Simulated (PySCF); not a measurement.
## Partial charges of `CN[Si@H](S[SiH3])N(C)C`

Species: C3H14N2SSi2.
Z-matrix (Å and degrees, GFN2-xTB geometry), rows numbered from 1:
```
C 
N   1  1.4415
Si  2  1.7126  1  125.03
S   3  2.1528  2  106.33  1  -171.77
Si  4  2.1295  3  102.17  2    56.09
N   3  1.7147  2  116.41  1    71.42
C   6  1.4422  3  119.62  2   -55.53
C   6  1.4451  3  124.30  2   147.28
H   1  1.0956  2  112.53  3   -93.23
H   1  1.0923  2  110.19  3   145.85
H   1  1.0874  2  108.71  3    26.93
H   2  1.0089  1  112.03  3   155.25
H   3  1.4688  2  104.97  1   -56.99
H   5  1.4533  4  103.05  3   172.20
H   5  1.4584  4  109.96  3   -68.47
H   5  1.4574  4  109.26  3    52.76
H   7  1.0931  6  109.96  3   143.07
H   7  1.0854  6  109.77  3    23.20
H   7  1.0962  6  111.53  3   -96.98
H   8  1.0857  6  109.24  3   -22.82
H   8  1.0954  6  111.46  3    97.77
H   8  1.0929  6  109.58  3  -142.20
```

Density: PBE0/pcSseg-1 (PySCF); schemes: Mulliken, IAO, Hirshfeld and ESP-fitted. One conformer (not necessarily the lowest) at the GFN2-xTB geometry, without solvent, vibrations or thermal averaging.

Question: At which atom do the 4 schemes differ most?

Answer: At Si3: from +0.213 (ESP-fitted) to +1.049 e (IAO), 0.836 e apart.

Question: For which atoms does the sign change between the 4 schemes (beyond +0.03 e in one, beyond −0.03 e in another)?

Answer: For none.

Question: Which atoms carry the highest charge in the Mulliken, IAO, Hirshfeld and ESP-fitted schemes?

Answer: The schemes don't all agree: Mulliken Si3 (+0.958); IAO Si3 (+1.049); Hirshfeld Si3 (+0.376); ESP-fitted Si5 (+0.423).

Question: Tabulate the Mulliken, IAO, Hirshfeld and ESP-fitted charges.

Answer: In e:

```csv
atom,environment,Mulliken,IAO,Hirshfeld,ESP-fitted
C1,N-methyl carbon,-0.106,-0.295,-0.066,-0.230
N2,silicon-bound nitrogen,-0.695,-0.682,-0.242,-0.434
Si3,SiH silicon,+0.958,+1.049,+0.376,+0.213
S4,sulfur bonded to 2 Si,-0.611,-0.459,-0.178,-0.396
Si5,SiH3 silicon,+0.482,+0.560,+0.292,+0.423
N6,silicon-bound nitrogen,-0.787,-0.522,-0.181,-0.014
C7,N-methyl carbon,-0.079,-0.294,-0.068,-0.343
C8,N-methyl carbon,-0.072,-0.297,-0.072,-0.388
H9,methyl hydrogen,+0.111,+0.123,+0.035,+0.091
H10,methyl hydrogen,+0.118,+0.142,+0.043,+0.100
H11,methyl hydrogen,+0.110,+0.141,+0.045,+0.126
H12,N–H hydrogen,+0.202,+0.262,+0.112,+0.314
H13,Si–H hydrogen,-0.093,-0.179,-0.096,-0.018
H14,Si–H hydrogen,-0.072,-0.106,-0.071,-0.058
H15,Si–H hydrogen,-0.073,-0.123,-0.077,-0.099
H16,Si–H hydrogen,-0.069,-0.119,-0.072,-0.084
H17,methyl hydrogen,+0.113,+0.137,+0.041,+0.116
H18,methyl hydrogen,+0.114,+0.138,+0.043,+0.141
H19,methyl hydrogen,+0.101,+0.120,+0.033,+0.118
H20,methyl hydrogen,+0.149,+0.153,+0.032,+0.168
H21,methyl hydrogen,+0.096,+0.119,+0.033,+0.130
H22,methyl hydrogen,+0.105,+0.134,+0.039,+0.126
```

Mean size of the charges over all atoms: IAO 0.280 e, Mulliken 0.242 e, ESP-fitted 0.188 e, Hirshfeld 0.102 e. Each set sums to the total charge, 0, to within 0.001 e. The ESP scheme fits charges at the nuclei, held to the total charge, to the electrostatic potential on points at 1.4 to 2.0 times the van der Waals radii.

Question: How closely do the schemes follow one another over all atoms?

Answer: Correlation coefficient and root-mean-square difference: IAO with Hirshfeld 0.98, 0.232 e; Mulliken with IAO 0.95, 0.109 e; Mulliken with Hirshfeld 0.94, 0.233 e; IAO with ESP-fitted 0.81, 0.223 e; Hirshfeld with ESP-fitted 0.79, 0.147 e; Mulliken with ESP-fitted 0.69, 0.259 e.

Question: How many electrons does the ESP-fitted scheme count on N2?

Answer: Z − q = 7 − (-0.434) = 7.434.
